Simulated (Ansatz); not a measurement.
Ansatz (a program for electronic structure) input (CCSD(T)/def2-SVP):

Ansatz 0.2 input:
```yaml
crystal:
  periodic: [false, false, false]
  atoms:
    - {symbol: Nb, position_ang: [-0.00000000, -0.00000000, 0.00000000]}
    - {symbol: Cl, position_ang: [1.71683605, -0.57947894, -1.26694082]}
    - {symbol: Cl, position_ang: [0.70398681, 0.39919295, 2.05754914]}
    - {symbol: Cl, position_ang: [-0.94149437, 1.82313831, -0.82353868]}
    - {symbol: Cl, position_ang: [-1.47932849, -1.64285231, 0.03293036]}
basis:
  gaussian:
    orbitals: def2-SVP
total_charge: 1
magnetization: {spin_polarized: false}
correlation: {method: ccsd_t, electrons: outside_noble_gas}
```

Output:

```
Functional definition: HF
integrals: 0.13 GiB planned
959 factors; integrals over basis functions are off by at most 7.6e-4 eV
mean field: 0.57 GiB planned
mean field evaluation 1: about -51524.8863 eV, gradient 4.2e1 eV
mean field evaluation 2: about -51525.2864 eV, gradient 4.3e1 eV
mean field evaluation 4: about -51530.5394 eV, gradient 2.4e0 eV
mean field evaluation 8: about -51530.5937 eV, gradient 3.7e-1 eV
mean field evaluation 16: about -51530.5952 eV, gradient 2.5e-6 eV
mean field -51530.59516412 eV, -1893.7144435896 hartree, gradient 2.5e-6 eV, S^2 0.000000; 0 other end points of the search recorded, 0 dependent functions left out
24 core orbitals not correlated
reference -51530.59516412 eV, -1893.7144435896 hartree; 16, 16 occupied and 63, 63 virtual orbitals, 959 factors
second order -19.60823522 eV of doubles, -0.00000000 eV of singles
coupled cluster: 0.30 GiB planned
cycle   1  -18.84821592 eV  change    7.6e-1 eV  update   2.6e-1
cycle   2  -19.76898868 eV  change   -9.2e-1 eV  update   1.5e-1
cycle   3  -19.92916652 eV  change   -1.6e-1 eV  update   3.7e-2
cycle   4  -19.91070591 eV  change    1.8e-2 eV  update   9.9e-3
cycle   5  -19.90992108 eV  change    7.8e-4 eV  update   3.1e-3
cycle   6  -19.90919985 eV  change    7.2e-4 eV  update   1.1e-3
cycle   7  -19.90868115 eV  change    5.2e-4 eV  update   4.4e-4
cycle   8  -19.90905778 eV  change   -3.8e-4 eV  update   1.2e-4
cycle   9  -19.90915119 eV  change   -9.3e-5 eV  update   3.4e-5
cycle  10  -19.90911826 eV  change    3.3e-5 eV  update   1.3e-5
perturbative correction -1.04576957 eV, -0.0384313227 hartree
Total energy: -51551.55005195 eV, -1894.4845215135 hartree
```

The spin state was set by rule; other spins were not relaxed.
